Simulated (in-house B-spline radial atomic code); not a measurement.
Functionals against NIST's ionisation energies along a row: Rb⁺ to Xe⁺

Ionisation energies as differences of self-consistent total energies from a B-spline radial code for spherical atoms: all electrons, radial basis limit, scalar-relativistic (one-electron X2C), spin-polarised at highest spin, spherical densities; exact exchange is averaged over the determinants of each configuration. No spin-orbit coupling, Breit or QED terms. NIST's values run from ground level to ground level, so in open shells the differences also hold multiplet and fine-structure energies that spherical high-spin averages miss. For p electrons of heavy elements the spin-orbit part alone reaches an electronvolt or more. Columns give computed minus NIST, in eV; a star marks a semi-empirical value. Species are left out where the tabulated value is theory, is uncertain by more than 0.12 eV, or (13 ions, such as In⁴⁺, Te⁴⁺ and Bi⁴⁺) lies off its series for all methods alike, which flatters the means a little.

| species | shell | NIST (eV) | PBE | BP86 | wB97X | B97-1 | AM05 |
| --- | --- | --- | --- | --- | --- | --- | --- |
| Rb⁺ | 4p | 27.29 | +0.07 | +0.18 | -0.02 | +0.10 | +0.06 |
| Sr⁺ | 5s | 11.03 | +0.16 | +0.20 | -0.39 | -0.20 | +0.07 |
| Zr⁺ | 5s | 13.13 | +0.33 | +0.47 | -0.51 | -0.21 | +0.33 |
| Ru⁺ | 4d | 16.76 ± 0.06* | -0.04 | +0.12 | -0.20 | -0.11 | 0.00 |
| Ag⁺ | 4d | 21.48 | +0.44 | +0.55 | +0.04 | +0.18 | +0.44 |
| Cd⁺ | 5s | 16.91 | +0.44 | +0.56 | -0.30 | -0.05 | +0.40 |
| In⁺ | 5s | 18.87 | +0.10 | +0.27 | -0.06 | +0.02 | +0.05 |
| Sn⁺ | 5p | 14.63 | -0.47 | -0.30 | -0.43 | -0.60 | -0.49 |
| Sb⁺ | 5p | 16.63 ± 0.03 | -0.10 | +0.03 | -0.32 | -0.25 | -0.10 |
| I⁺ | 5p | 19.13 | -0.49 | -0.28 | -0.01 | -0.35 | -0.51 |
| Xe⁺ | 5p | 20.98* | +0.14 | +0.30 | +0.09 | +0.09 | +0.15 |

Q: How do the methods rank, and which species is hardest?

A: Mean absolute (signed) differences: B97-1 0.20 (-0.13) eV; wB97X 0.21 (-0.19) eV; AM05 0.24 (+0.04) eV; PBE 0.25 (+0.05) eV; BP86 0.30 (+0.19) eV. For Sn⁺, which loses a 5p electron, the nearest method is off by -0.30 eV, the largest such miss. The first two are tied within the accuracy of the references.
